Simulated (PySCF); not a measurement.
## `C=C[C@H]1[C@@H](C)C[P@@H]1=S`, C₆H₁₁PS

Molfile (atoms numbered from 1):
```
C6H11PS
     RDKit          3D

 19 19  0  0  0  0  0  0  0  0999 V2000
    1.7652   -1.3973   -1.8028 C   0  0  0  0  0  0  0  0  0  0  0  0
    1.3014   -0.7498   -0.7471 C   0  0  0  0  0  0  0  0  0  0  0  0
   -0.0100   -0.0620   -0.7168 C   0  0  1  0  0  0  0  0  0  0  0  0
   -0.9830   -0.2838    0.4780 C   0  0  1  0  0  0  0  0  0  0  0  0
   -0.2951   -0.7089    1.7643 C   0  0  0  0  0  0  0  0  0  0  0  0
   -1.5191    1.1625    0.5677 C   0  0  0  0  0  0  0  0  0  0  0  0
   -0.0630    1.7852   -0.3947 P   0  0  2  0  0  5  0  0  0  0  0  0
   -0.1644    3.1350   -1.7674 S   0  0  0  0  0  0  0  0  0  0  0  0
    2.7348   -1.8643   -1.8011 H   0  0  0  0  0  0  0  0  0  0  0  0
    1.1959   -1.4805   -2.7142 H   0  0  0  0  0  0  0  0  0  0  0  0
    1.9016   -0.6741    0.1497 H   0  0  0  0  0  0  0  0  0  0  0  0
   -0.5424   -0.2254   -1.6626 H   0  0  0  0  0  0  0  0  0  0  0  0
   -1.7606   -1.0123    0.2352 H   0  0  0  0  0  0  0  0  0  0  0  0
    0.1595   -1.6902    1.6478 H   0  0  0  0  0  0  0  0  0  0  0  0
   -1.0250   -0.7634    2.5700 H   0  0  0  0  0  0  0  0  0  0  0  0
    0.4758    0.0042    2.0491 H   0  0  0  0  0  0  0  0  0  0  0  0
   -2.4305    1.3108   -0.0159 H   0  0  0  0  0  0  0  0  0  0  0  0
   -1.6742    1.5496    1.5734 H   0  0  0  0  0  0  0  0  0  0  0  0
    0.9235    1.9740    0.5798 H   0  0  0  0  0  0  0  0  0  0  0  0
  1  2  2  0
  2  3  1  0
  3  4  1  0
  4  5  1  0
  4  6  1  0
  6  7  1  0
  7  8  2  0
  7  3  1  0
  1  9  1  0
  1 10  1  0
  2 11  1  0
  3 12  1  6
  4 13  1  6
  5 14  1  0
  5 15  1  0
  5 16  1  0
  6 17  1  0
  6 18  1  0
  7 19  1  1
M  END
```

Method used: TDDFT B3LYP/def2-SVPD circular dichroism and optical rotation, one conformer, gas phase in PySCF. Geometry: GFN2-xTB.

The molecule is flexible and this is one conformer; a measurement averages over conformers. States above about 6.3 eV (minus the energy of the highest occupied orbital) lie near or above the ionisation threshold and depend on the basis.

Question: Draw the ECD and absorption spectra from the lowest 16 states, each a Gaussian of half-width 0.2 eV at 1/e height.

Answer: 
| E (eV) | λ (nm) | Δε (L mol⁻¹ cm⁻¹) | ε (L mol⁻¹ cm⁻¹) |
| --- | --- | --- | --- |
| 4.43 | 280 | -0.01 | 2.47 |
| 4.58 | 270 | -0.38 | 79.2 |
| 4.73 | 262 | -3.27 | 940 |
| 4.88 | 254 | -10.03 | 4100 |
| 5.03 | 246 | -11.33 | 6400 |
| 5.18 | 239 | -4.92 | 3560 |
| 5.33 | 232 | +0.25 | 1090 |
| 5.48 | 226 | +5.80 | 1210 |
| 5.63 | 220 | +18.66 | 3840 |
| 5.78 | 214 | +33.66 | 10400 |
| 5.93 | 209 | +21.92 | 12500 |
| 6.08 | 204 | -5.34 | 9600 |
| 6.23 | 199 | -9.01 | 7300 |
| 6.38 | 194 | -5.28 | 4800 |
| 6.53 | 190 | -2.97 | 6560 |
| 6.68 | 185 | -9.30 | 13700 |

Δε uses R in velocity form, ε uses f in length form. Only the states computed contribute, so the short-wavelength end is incomplete.
